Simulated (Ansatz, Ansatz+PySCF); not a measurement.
```yaml
atoms:
  - { symbol: O, position_ang: [0.0549, -0.3578, -0.4186] }
  - { symbol: C, position_ang: [-0.7149, -0.6359, 0.6973] }
  - { symbol: C, position_ang: [0.6614, 0.8862, -0.4072] }
  - { symbol: H, position_ang: [-1.1450, -1.6278, 0.5756] }
  - { symbol: H, position_ang: [-0.1163, -0.6247, 1.6159] }
  - { symbol: H, position_ang: [-1.5320, 0.0854, 0.8145] }
  - { symbol: H, position_ang: [1.2272, 0.9970, -1.3297] }
  - { symbol: H, position_ang: [-0.0757, 1.6960, -0.3520] }
  - { symbol: H, position_ang: [1.3515, 0.9930, 0.4382] }
```

Basis set: def2-SVP (spherical functions). Left uncorrelated: 3 orbitals. Charge 0, multiplicity 3.

Computed with Ansatz (development build ahead of 0.2.0); each method stands on the lowest determinant of its kind that the runs found.

The atomization energy at this shape (free ground-state atoms in the same class of orbitals less the molecule, no zero-point energy) of triplet C₂H₆O:

```json
{"method": "UHF", "atomization energy": "408.45 kcal/mol"}
```

What does UHF-MP2 give?

568.96 kcal/mol. Caution: another spin multiplicity may lie lower.
